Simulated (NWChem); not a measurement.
# C₂H₇FSi; SMILES C[C@@H](F)[SiH3]

Computed with NWChem. All runs use the structure optimised with PBE0/def2-SVP.

### Question
Predict the results for B3LYP/def2-TZVP. Quantities: highest occupied level (eV); orbital gap (eV); dipole (D).

### Answer
| Item | Value |
|---|---|
| highest occupied level (eV) | -8.11 |
| orbital gap (eV) | 8.41 |
| dipole (D) | 1.67 |
